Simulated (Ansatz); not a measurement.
The cluster Zn₁₀O₁₀, 20 atoms. Hardware: 2 threads of AMD EPYC 7R13 on a shared host and a share (18 GiB) of an NVIDIA H100 80GB HBM3.

Correlated methods freeze 100 core orbitals. Single mean-field runs in def2-SVP, def2-TZVP are fitted with def2-universal-jkfit.

How many basis functions does each of these Ansatz runs have, and roughly what does it cost? PBE-D4/def2-TZVP, charge 0 singlet, energy, from earlier orbitals; PBE-D4/def2-SVP, charge 0 singlet, energy and forces, from earlier orbitals; r2SCAN-D4/def2-SVP, charge 0 singlet, energy, from earlier orbitals; PBE0-D4/def2-SVP, charge 0 singlet, energy, from earlier orbitals; r2SCANh-D4/def2-SVP, charge 0 singlet, energy, from earlier orbitals; RPA@PBE/def2-SVP, charge 0 singlet, energy, from earlier orbitals; r2SCAN-D4/def2-SVP, charge 0 singlet, relaxation, 15 steps; MP2/def2-SVP, charge 0 singlet, energy, from earlier orbitals; PBE0-D4/def2-TZVP, charge 0 singlet, energy, from earlier orbitals.

Other jobs shared the machine, so times can vary by a factor of up to 3.

| run | functions | fitting or Cholesky vectors | wall time | peak host memory (GiB) |
| --- | --- | --- | --- | --- |
| r2SCAN-D4/def2-SVP, charge 0 singlet, energy, from earlier orbitals | 450 | 3410 | 6 s | 1 |
| PBE-D4/def2-SVP, charge 0 singlet, energy and forces, from earlier orbitals | 450 | 3410 | 6 s | 1 |
| PBE-D4/def2-TZVP, charge 0 singlet, energy, from earlier orbitals | 790 | 3410 | 6 s | 1.1 |
| r2SCANh-D4/def2-SVP, charge 0 singlet, energy, from earlier orbitals | 450 | 3410 | 6 s | 1 |
| MP2/def2-SVP, charge 0 singlet, energy, from earlier orbitals | 450 | 4246 | 7.5 s | 1.1 |
| PBE0-D4/def2-SVP, charge 0 singlet, energy, from earlier orbitals | 450 | 3410 | 8.5 s | 0.96 |
| RPA@PBE/def2-SVP, charge 0 singlet, energy, from earlier orbitals | 450 | 4246 | 9.6 s | 2.4 |
| PBE0-D4/def2-TZVP, charge 0 singlet, energy, from earlier orbitals | 790 | 3410 | 10 s | 1.1 |
| r2SCAN-D4/def2-SVP, charge 0 singlet, relaxation, 15 steps | 450 | 3410 | 83 s | 1 |
